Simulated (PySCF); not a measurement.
## Cr²⁺: excitation energy

Cr²⁺ [Ar] 3d4 (5D) → Cr²⁺ [Ar] 3d3 4s1 (5F), as a difference of total energies. Calculation: PySCF 2.14, in aug-cc-pVTZ (8s7p5d3f2g, 93 functions); no relativity, point nucleus. Correlated levels: valence: [Ar] frozen. The calculations carry no spin-orbit coupling.

```json
{"method": "UHF", "excitation energy (eV)": "6.075"}
{"method": "MP2 (valence)", "excitation energy (eV)": "6.470"}
{"method": "SCS-MP2 (valence)", "excitation energy (eV)": "6.207"}
{"method": "CCSD (valence)", "excitation energy (eV)": "6.483"}
{"method": "CCSD(T) (valence)", "excitation energy (eV)": "6.487"}
```

How much does correlation contribute at CCSD(T) (valence)?

6.487 − (6.075) = 0.412 eV, measured against UHF.
